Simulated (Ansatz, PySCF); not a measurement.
Torsion H3–P1–P2–H5 in H4P2 (SMILES PP); at each angle all else is relaxed with GFN2-xTB, and the levels are single points there.
Geometry at 20° (charge 0, multiplicity 1):
```tsv
atom	x (Å)	y (Å)	z (Å)
P	-1.0492	-0.2949	-0.6029
P	1.0983	-0.1913	-0.3556
H	-1.3524	1.0367	-0.3244
H	-1.2741	-0.6906	0.7132
H	1.1611	0.9745	0.4057
H	1.2954	0.4989	-1.5489
```

On the grid 0° to 180°, 100° is the highest and 20° the lowest point at CCSD(T)/CBS(cc-pV(T+d)Z, cc-pV(Q+d)Z).

Frozen-core correlation. CBS: X⁻³ extrapolation of the correlation energy, Hartree–Fock from the larger set.

Programs: Ansatz (a first-principles code) with Gaussian orbitals; PySCF for the dispersion terms. 

PBE/def2-TZVPP gives 178.9 meV for the energy at 100° less that at 20°.

Q: How do the other levels lie against it? Give each less PBE: PBE-D3(BJ)/def2-TZVPP, r2SCAN/def2-TZVPP, PBE0/def2-TZVPP, wB97M-V/def2-TZVPP, MP2/CBS(cc-pV(T+d)Z, cc-pV(Q+d)Z), CCSD(T)/CBS(cc-pV(T+d)Z, cc-pV(Q+d)Z).

A: PBE-D3(BJ)/def2-TZVPP -0.2; r2SCAN/def2-TZVPP 14.8; PBE0/def2-TZVPP 8.4; wB97M-V/def2-TZVPP 1.1; MP2/CBS(cc-pV(T+d)Z, cc-pV(Q+d)Z) 21.3; CCSD(T)/CBS(cc-pV(T+d)Z, cc-pV(Q+d)Z) 3.8 meV. 5 of 6 lie above PBE; the widest gap is to MP2/CBS(cc-pV(T+d)Z, cc-pV(Q+d)Z).
